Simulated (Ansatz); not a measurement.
A nudged elastic band was laid between two geometries of CH₄N₂OSi (9 atoms, charge 0, multiplicity 1).

Method: RKS PBE0-D4/def2-SVP (Ansatz 0.2.0).

```json
{"movable images": "7", "climbing image": "yes", "spring": "5.0 eV/Å²", "optimiser": "quadratic models (default)", "start path": "through a guess of the saddle point", "force threshold": "0.05 eV/Å", "iteration limit": "60", "end points": "relaxed"}
```

First end point:

```xyz
9
Properties=species:S:1:pos:R:3
N 0.458 0.615 1.527
Si -0.124 -0.417 0.322
N 0.876 -0.707 -1.113
C -0.115 -0.183 -1.741
O -1.135 0.261 -0.967
H 0.124 0.591 2.482
H 1.062 1.405 1.336
H -0.826 -1.549 0.970
H -0.230 -0.065 -2.831
```

Last end point:

```xyz
9
Properties=species:S:1:pos:R:3
N -0.170 0.846 1.904
Si -0.231 -0.296 0.795
N 0.923 -0.019 -0.637
C -0.089 0.099 -1.457
O -1.205 -0.015 -0.868
H -0.601 0.765 2.818
H 1.899 0.083 -0.883
H -0.417 -1.775 0.856
H -0.020 0.266 -2.544
```

(1) What changes between the two ends?

(2) Give the energies along the band, and the barrier.

(3) What is the geometry of the highest image?

## Answers

(1) Bonds broken: N1–H7. Bonds formed: N3–H7.

(2) The forces met the threshold. The highest image is number 4 of 0 to 8, 57.4 kcal/mol above the first end and 33.8 kcal/mol above the last; the last end lies 23.6 kcal/mol above the first. Neighbouring images differ by up to 1.5 eV, so the band resolves the path poorly. A vibrational analysis at the climbing image gives one clearly imaginary mode, 1438i cm⁻¹: a first-order saddle point. The orbitals stay closed-shell, which can raise the energy where a bond breaks towards radicals; this wasn't checked here.

```json
{"image": "0", "path coordinate (Å)": "0.00", "energy (kcal/mol)": "0.0", "N1–H7 (Å)": "1.01", "N3–H7 (Å)": "3.24"}
{"image": "1", "path coordinate (Å)": "0.55", "energy (kcal/mol)": "1.1", "N1–H7 (Å)": "1.01", "N3–H7 (Å)": "2.92"}
{"image": "2", "path coordinate (Å)": "1.10", "energy (kcal/mol)": "5.4", "N1–H7 (Å)": "1.02", "N3–H7 (Å)": "2.49"}
{"image": "3", "path coordinate (Å)": "1.66", "energy (kcal/mol)": "22.2", "N1–H7 (Å)": "1.07", "N3–H7 (Å)": "1.85"}
{"image": "4", "path coordinate (Å)": "2.21", "energy (kcal/mol)": "57.4", "N1–H7 (Å)": "1.51", "N3–H7 (Å)": "1.22"}
{"image": "5", "path coordinate (Å)": "2.73", "energy (kcal/mol)": "44.4", "N1–H7 (Å)": "2.10", "N3–H7 (Å)": "1.04"}
{"image": "6", "path coordinate (Å)": "3.25", "energy (kcal/mol)": "32.2", "N1–H7 (Å)": "2.67", "N3–H7 (Å)": "1.02"}
{"image": "7", "path coordinate (Å)": "3.78", "energy (kcal/mol)": "25.7", "N1–H7 (Å)": "3.16", "N3–H7 (Å)": "1.01"}
{"image": "8", "path coordinate (Å)": "4.30", "energy (kcal/mol)": "23.6", "N1–H7 (Å)": "3.55", "N3–H7 (Å)": "1.01"}
```

(3) 
```xyz
9
Properties=species:S:1:pos:R:3:forces:R:3
N 0.422 0.614 1.464 0.01 0.00 0.00
Si -0.356 -0.541 0.617 0.00 0.00 0.01
N 0.897 -0.338 -0.689 0.01 0.00 0.01
C -0.086 0.036 -1.479 -0.01 0.01 -0.02
O -1.271 -0.080 -0.975 0.00 0.00 0.00
H 0.266 1.142 2.312 0.00 0.00 0.00
H 1.206 0.462 0.182 -0.01 -0.01 0.00
H -1.008 -1.801 1.043 0.00 0.00 0.00
H 0.020 0.460 -2.492 0.00 0.00 0.00
```

Run time: 2.7 min on 2 threads of Intel(R) Xeon(R) Platinum 8488C (Sapphire Rapids) (shared host), peak memory 0.21 GiB.
